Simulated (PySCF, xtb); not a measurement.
C₂H₈F₂Si₂, SMILES CC([SiH2]F)[SiH2]F. One conformer was computed; it need not be the lowest.

Harmonic wavenumbers (cm⁻¹) from GFN2-xTB (xtb) at its own minimum, in rising order: 46, 65, 118, 141, 214, 237, 269, 345, 484, 504, 560, 565, 616, 715, 730, 768, 776, 783, 815, 827, 990, 1050, 1078, 1154, 1266, 1425, 1511, 1515, 2301, 2309, 2348, 2361, 2917, 3004, 3014, 3032.

### Question
What does B3LYP-D3(BJ)/def2-SVP (PySCF) give at its own minimum? (An estimate is asked for; the answer gives what the named calculation found.)

### Answer
52, 64, 109, 147, 203, 226, 313, 365, 526, 626, 666, 731, 738, 775, 853, 857, 902, 942, 968, 977, 977, 1024, 1045, 1139, 1260, 1401, 1476, 1481, 2232, 2237, 2258, 2263, 3017, 3021, 3094, 3108. Paired by order, the mean absolute difference is 64 cm⁻¹ and the zero-point energies are 58.4 and 60.1 kcal/mol.
